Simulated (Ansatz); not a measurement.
Computed with Ansatz on PBE0-D4/def2-TZVP structures; ΔE is electronic, products minus reactants. CCSD(T)/CBS adds triple-zeta CCSD(T) − MP2 to the extrapolated MP2 energy (def2 sets, frozen cores). This one scheme is used for every species. DFT in def2-TZVPP. Each species was taken in one conformer, which may not be the lowest.

Consider the ligand exchange at the Si–C bond: `N=C[SiH2]O` + `O[SiH](F)F` → `O[SiH2]O[SiH](F)F` + `C=N`.

`N=C[SiH2]O`:

Cartesian coordinates in Å:
```
N 0.780 -1.368 0.118
C 0.254 -0.576 -0.726
Si -0.537 0.963 0.044
O -0.284 0.788 1.652
H 1.201 -2.191 -0.316
H 0.265 -0.779 -1.806
H -1.984 1.011 -0.292
H 0.111 2.188 -0.493
H 0.195 -0.037 1.820
```

`O[SiH](F)F`:

```xyz
6

O     0.908   -0.312    0.836
Si   -0.200   -0.095   -0.318
F     0.068    1.242   -1.125
F    -1.648    0.067    0.303
H     1.036    0.342    1.524
H    -0.164   -1.245   -1.220
```

`O[SiH2]O[SiH](F)F`:

Cartesian coordinates in Å:
```
O -1.430 0.944 -1.618
Si -0.527 1.234 -0.287
O 0.461 -0.033 0.045
Si 0.819 -1.412 0.775
F 2.067 -1.193 1.719
F -0.381 -1.871 1.699
H -1.011 0.990 -2.478
H 0.361 2.402 -0.489
H -1.484 1.414 0.821
H 1.126 -2.474 -0.186
```

`C=N`:

```xyz
5

C     0.226    0.318   -0.003
N     0.014   -0.904    0.225
H    -0.511    1.016   -0.415
H     1.212    0.731    0.219
H    -0.941   -1.161   -0.025
```

Task: Is it downhill or uphill in electronic energy at CCSD(T)/CBS, and by how much? (Estimate.)

Result: The calculation gave: Downhill: ΔE = -127.7 kJ/mol.

Task: What do these levels give: r2SCAN, PBE0, MP2/def2-TZVPP, SCS-MP2/def2-TZVPP, MP2/def2-QZVPP, SCS-MP2/def2-QZVPP? (Estimate.)

Result: The calculation gave: r2SCAN -123.0, PBE0 -116.8, MP2/def2-TZVPP -128.8, SCS-MP2/def2-TZVPP -133.1, MP2/def2-QZVPP -129.6, SCS-MP2/def2-QZVPP -133.7 kJ/mol.

Largest T1 diagnostic among the species: 0.012.

In def2-TZVPP, CCSD(T) changes the Hartree–Fock value by +22.9 kJ/mol (the triples alone add +4.0 kJ/mol) and MP2 by +22.2 kJ/mol. From PBE to PBE0 (25 % exact exchange), in def2-TZVPP and without D4, ΔE moves by −7.7 kJ/mol.
